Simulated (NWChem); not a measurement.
Species: C$_{3}$H$_{5}$Br; SMILES BrC(C)=C

```xyz
9

C      1.3099    -1.5286     0.0000
C      0.1130    -0.9438     0.0000
C     -1.2111    -1.6282     0.0000
Br     0.0004     0.9567     0.0000
H      2.2390    -0.9569     0.0000
H      1.3736    -2.6205     0.0000
H     -1.8000    -1.3434     0.8859
H     -1.0766    -2.7196     0.0000
H     -1.8000    -1.3434    -0.8859
```
Atoms are numbered in this order, from 1.

All runs: NWChem. Pople sets run with spherical d functions. STO-3G and 3-21G are far too small for this property and stand as cheap habits. Coordinates come from a PBE0/def2-SVP optimisation. GIAO values for the isolated, static molecule; σ is the absolute isotropic shielding, δ = σ(reference) − σ with the isolated reference molecule computed at the same levels (13C: tetramethylsilane, 1H: tetramethylsilane). Spin-orbit effects, on the heavy nuclei and on their neighbours, are missing.

For level B3LYP/6-31G*:

| Quantity | Value |
|---|---|
| δ C1 (ppm) | 113.0 |
| δ C2 (ppm) | 137.8 |
| δ C3 (ppm) | 28.4 |
| σ Br4 (ppm) | 2096.2 |
| δ H5 (ppm) | 5.13 |
| δ H6 (ppm) | 5.24 |
| δ H7 (rotor mean) (ppm) | 2.00 |

Q: Estimate the same quantities for level Hartree-Fock/STO-3G.

A: The δ C1 (ppm) comes out as 115.3 and the δ C2 (ppm) is 133.5. The δ C3 (ppm) is 27.0, the σ Br4 (ppm) is 2761.1 and the δ H5 (ppm) is 5.76. The δ H6 (ppm) is 5.64 and the δ H7 (rotor mean) (ppm) comes out as 1.74.
